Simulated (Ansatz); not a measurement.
The cluster Nb4N4 was relaxed with r2SCAN-D4 (def2-SVP) in Ansatz in these states: charge +1 doublet, neutral quintet, neutral triplet. The geometries follow in no particular order.

In the def2 sets Nb takes a core potential; there is no spin–orbit coupling.

A:

Cartesian coordinates in Å:
```
Nb 1.4164 -0.8219 -1.3180
Nb -1.1199 -0.1303 -1.1998
Nb 0.4040 1.6783 -0.2322
Nb -1.5263 0.2517 1.3471
N 0.0396 -1.7335 -0.3338
N -0.3150 1.6408 1.4911
N -0.8772 -1.4129 0.5076
N 1.9784 0.5278 -0.2621
```

B:

Cartesian coordinates in Å:
```
Nb -0.9756 0.4154 -1.7711
Nb -1.0903 -1.1496 0.3063
Nb -0.6742 1.2769 0.9674
Nb 1.2399 -0.8343 1.4236
N 0.1869 -1.1344 -1.4067
N 1.0715 0.9936 1.6773
N 0.8939 -1.5333 -0.3870
N -0.6520 1.9658 -0.8098
```

C:

Cartesian coordinates in Å:
```
Nb -0.787 1.926 0.448
Nb 0.969 0.677 -1.108
Nb -1.273 -0.563 -0.950
Nb 1.210 -1.749 -0.053
N 0.981 1.164 0.921
N -0.552 -2.207 -0.214
N 1.605 0.013 0.765
N -2.153 0.739 0.190
```

**Question.** Judge from the bond lengths which geometry belongs to which state (an estimate).

**Answer.** A is the charge +1 doublet (Nb3–N6 1.868 Å, Nb2–N5 2.160 Å, Nb2–N7 2.149 Å); B is the neutral triplet (Nb3–N6 1.906 Å, Nb2–N5 2.137 Å, Nb2–N7 2.137 Å); C is the neutral quintet (Nb3–N6 1.941 Å, Nb2–N5 2.087 Å, Nb2–N7 2.086 Å).

At PBE0-D4/def2-TZVP a triplet lies 0.66 eV below the neutral quintet. These are the stationary points nearest to one start from a short search; other shapes may lie lower in each state.
